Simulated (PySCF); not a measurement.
Isomers of C7H8, one GFN2-xTB conformer each. Single-point energies are computed at PBE0/pcSseg-1 (PySCF, gas phase, no added dispersion term), electronic only.

Question: Rank them by PBE0/pcSseg-1 energy, lowest first (kJ/mol).
A. `[CH2:1]=[C:2]1[CH:3]=[C:4]1[CH:5]1[CH2:6][CH2:7]1` with C3–C4–C5–C6 146°
B. `Cc1ccccc1`
C. `[CH:1]#[C:2][C@@H:3]1[CH2:4][C@@H:5]1[CH:6]=[CH2:7]` with C4–C5–C6–C7 145°

Answer: B (0.0), C (346.9), A (385.3).

As drawn, the lowest has an aromatic ring, which the highest lacks; the highest has a three-membered ring and a C=C bond outside aromatic rings, which the lowest lacks. GFN2-xTB itself gives, in the same order: 0.0, 294.4, 347.7. Both levels put the same isomer lowest; measured from each level's own lowest isomer, the values differ by up to 52.5 kJ/mol (C#C[C@@H]1C[C@@H]1C=C: 294.4 against 346.9).

Question: Which frontier levels, dipoles and rotational constants go with these structures?

Answer: 
| SMILES | HOMO (eV, PBE0/pcSseg-1) | LUMO (eV) | dipole (D) | A, B, C (MHz) |
| --- | --- | --- | --- | --- |
| Cc1ccccc1 | -6.99 | -0.12 | 0.41 | 5609, 2560, 1777 |
| C#C[C@@H]1C[C@@H]1C=C | -6.99 | 0.29 | 0.84 | 4328, 1996, 1508 |
| C=C1C=C1C1CC1 | -5.72 | -0.12 | 2.53 | 5453, 1903, 1585 |
